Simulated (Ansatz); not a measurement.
Two isomers of C3H11NO3Ti: A = `CC(C)[NH][Ti]([OH])([OH])[OH]`, B = `C[O][Ti]([NH2])([O]C)[O]C`.

Calculated with Ansatz (gas phase, PBE0-D4/def2-TZVP geometries, no zero-point term in ΔE). CBS: MP2 limit from def2 TZ/QZ plus the TZ coupled-cluster correction, frozen cores. DFT in def2-TZVPP. B3LYP here is the variant with VWN-RPA as its local correlation; programs differ in this. For Ti outer-core shells are correlated without core-valence functions, which leaves a few kJ/mol of doubt a bond. Scalar relativity is left out up to krypton. One conformer a species, not always the lowest.

(1) Which is lower in electronic energy at CCSD(T)/CBS, and by how much? (An estimate is asked.)

(2) Give E(B) − E(A) in kJ/mol with MP2/def2-TZVPP, B3LYP-D4, CCSD(T)/def2-TZVPP, B3LYP, BLYP-D4, ωB97M-V, r2SCAN-D4. (Best estimate.)

Largest T1 diagnostic: 0.022.

Results:

(1) Computed: A, by 127.9 kJ/mol.

(2) Ansatz gave: MP2/def2-TZVPP 135.3, B3LYP-D4 101.9, CCSD(T)/def2-TZVPP 121.7, B3LYP 92.1, BLYP-D4 96.7, ωB97M-V 123.9, r2SCAN-D4 115.0. None reverses the order clearly.

From BLYP to BHLYP (50 % exact exchange), in def2-TZVPP and without D4, E(B) − E(A) moves by +16.2 kJ/mol. Leaving LDA and LC-ωPBE aside and taking each functional with its dispersion term where it has one, the values, not all of them listed here, spread over 27.9 kJ/mol, from BLYP-D4 to PBE-QIDH. LDA lies +18.1 kJ/mol from PBE without D4.
